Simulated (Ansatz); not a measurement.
Four-centre ligand exchange

Start structure (Si₄NH₁₂ClO₃, closed shell), relaxed at PBE0-D4/def2-TZVP:

```csv
atom,x (Å),y (Å),z (Å)
Si1,0.5709,0.4440,0.2365
O2,0.3224,1.2243,-1.1939
Si3,-1.0239,1.2389,-2.1480
O4,-0.9591,-0.2415,0.3674
Si5,-2.2711,-0.2568,1.3433
O6,1.4271,-0.9643,0.2561
Si7,0.8677,-2.5149,0.3384
Cl8,0.4549,1.5670,2.0184
H9,2.8689,0.9328,-0.7764
N10,2.4391,1.2794,0.0746
H11,-2.2007,1.7853,-1.4272
H12,-0.7030,2.1320,-3.2912
H13,-1.3340,-0.1168,-2.6652
H14,-1.9309,-0.7568,2.7010
H15,-2.8715,1.0975,1.4645
H16,-3.2648,-1.1731,0.7265
H17,2.0740,-3.3820,0.3566
H18,0.0445,-2.8559,-0.8480
H19,0.0875,-2.7507,1.5788
H20,3.0209,1.0216,0.8637
H21,2.3810,2.2901,0.0240
```

The step: Si₄H₉ClO₃ ([SiH3][O][Si]([Cl])([O][SiH3])[O][SiH3]) + NH₃ → Si₃NH₈ClO₂ ([NH2][Si]([Cl])([O][SiH3])[O][SiH3]) + SiH₄O ([OH][SiH3]); bonds formed: O2–H9; dative contacts that become bonds: Si1–N10; bonds broken: Si1–O2, H9–N10. Ansatz 0.2.0; basis: def2-TZVPP and def2-QZVPP; cores frozen in the correlated methods. Extrapolation: Hartree–Fock as exp(−7.88 √X), correlation as X^−2.97. Energies below are by CCSD(T) at an estimated basis limit (MP2 extrapolated from triple and quadruple zeta, plus CCSD(T) − MP2 in triple zeta).

Task: What are the electronic barrier and the energy of the step, from the start structure to the end structure? (To be estimated.)

Result: Computed: Barrier 1.426 eV; step energy 0.469 eV (uphill); reverse barrier, their difference, 0.956 eV. Barrier and step energy count from the start structure, the reverse barrier from the end structure.

The saddle point: One imaginary mode of 1069i cm⁻¹.
```tsv
pair	start (Å)	saddle (Å)	end (Å)
Si1–N10	2.05	1.82	1.72
O2–H9	2.60	1.22	0.98
Si1–O2	1.65	2.08	3.36
H9–N10	1.01	1.26	1.90
```

Zero-point energy (harmonic, PBE0-D4): ZPE is 3.647 eV at the start and 3.485 eV at the saddle, so the barrier goes from 1.426 to 1.264 eV.

No T1 diagnostic of these runs exceeds 0.012.

Labels in which every atom is bracketed show which atoms are joined, not bond orders.

For scale, one of the runs: CCSD(T)/def2-TZVPP, 502 basis functions, launched by `ansatz run in.yaml --threads 4 --pin off --events-out ev --progress --plain --max-ram 46080MiB --backend cuda --devices 0, --max-vram 37GiB`. The run took 110 s on 4 CPU threads of an AMD EPYC 7R13 and a share of one NVIDIA H100 (shared host), with 2.5 GiB of host memory at its peak.
